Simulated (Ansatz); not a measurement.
**One elementary step**

Start structure (SiNH3F2, singlet), relaxed at PBE0-D4/def2-TZVP:

| atom | x (Å) | y (Å) | z (Å) |
| --- | --- | --- | --- |
| Si1 | -0.5924 | -0.2326 | -0.0192 |
| N2 | 1.0262 | 0.2297 | 0.0179 |
| H3 | -0.8046 | -1.3234 | -0.9814 |
| F4 | -1.0137 | -0.6653 | 1.4475 |
| F5 | -1.6083 | 0.9301 | -0.4015 |
| H6 | 1.4121 | 0.7934 | 0.7572 |
| H7 | 1.5807 | 0.2679 | -0.8206 |

The step: SiNH₃F₂ ([NH2][SiH]([F])[F]) → SiF₂ + NH₃ (still joined by a long Si–N bond); bonds formed: N2–H3; bonds broken: Si1–H3; bonds weakened to dative contacts: Si1–N2. Program: Ansatz 0.2.0. Basis: def2-TZVPP and def2-QZVPP. Cores are frozen in the correlated methods. Extrapolation: Hartree–Fock as exp(−7.88 √X), correlation as X^−2.97. Energies below are by CCSD(T) at an estimated basis limit (MP2 extrapolated from triple and quadruple zeta, plus CCSD(T) − MP2 in triple zeta).

What are the electronic barrier and the energy of the step, from the start structure to the end structure? (An estimate is asked for; the value comes from the calculation.)

The calculation gives: Barrier 3.408 eV; step energy 1.525 eV (uphill); reverse barrier, their difference, 1.883 eV. Barrier and step energy count from the start structure, the reverse barrier from the end structure.

The saddle point: One imaginary mode of 1533i cm⁻¹.
| pair | start (Å) | saddle (Å) | end (Å) |
| --- | --- | --- | --- |
| N2–H3 | 2.60 | 1.40 | 1.01 |
| Si1–N2 | 1.68 | 1.84 | 2.09 |
| Si1–H3 | 1.47 | 1.62 | 2.64 |

Zero-point energy (harmonic, PBE0-D4): ZPE is 1.111 eV at the start and 1.013 eV at the saddle, so the barrier goes from 3.408 to 3.310 eV.

First-order rate constant out of the start structure at 498 K by transition-state theory, with harmonic vibrational free energies alone and no tunnelling: ΔA‡ = 3.309 eV, so k = (kB T/h) exp(−ΔA‡/kB T) ≈ 10^-20 s⁻¹ (an order of magnitude at best: rotation, the number of equivalent paths and anharmonicity are left out).

No T1 diagnostic of these runs exceeds 0.015. The restricted Hartree–Fock reference is unstable towards an unrestricted one at one or more of these structures.

Losses and insertions of silylenes and their heavier kin drive the gas-phase chemistry of silicon and germanium vapour deposition.

Labels in which every atom is bracketed show which atoms are joined, not bond orders.

For scale, one of the runs: CCSD(T)/def2-TZVPP, 177 basis functions, launched by `ansatz run in.yaml --threads 2 --pin off --events-out ev --progress --plain --max-ram 4352MiB`. Hardware: 2 CPU threads of an Arm Neoverse V2, shared host. Wall time 54 s; peak host memory 1.7 GiB.
